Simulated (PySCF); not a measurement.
H2Sb, SMILES [SbH2], multiplicity 2.

Geometry optimised at B3LYP-D3(BJ)/def2-TZVPD. The isomer is the one that the SMILES or the coordinates give; other isomers of the formula were not compared. The def2 effective core potentials stand for the cores of Sb; spin–orbit coupling is left out.

Computed with PySCF 2.14.0 with IEF-PCM-ωB97X/def2-TZVPD.

The values are the electrostatic part of the solvation free energy, E(continuum) − E(gas) at the gas-phase geometry, in a cavity of scaled van der Waals radii (PySCF's table); cavitation and dispersion terms are not included. A continuum can't describe solvent molecules that bind to the metal. The dipole moment in vacuum is 0.31 D.

| solvent | ε | ΔG(elec) (kcal/mol) | dipole (D) |
|---|---|---|---|
| water | 78.36 | -0.3 | 0.42 |
| acetonitrile | 35.69 | -0.3 | 0.41 |
| cyclohexanone | 15.62 | -0.3 | 0.40 |
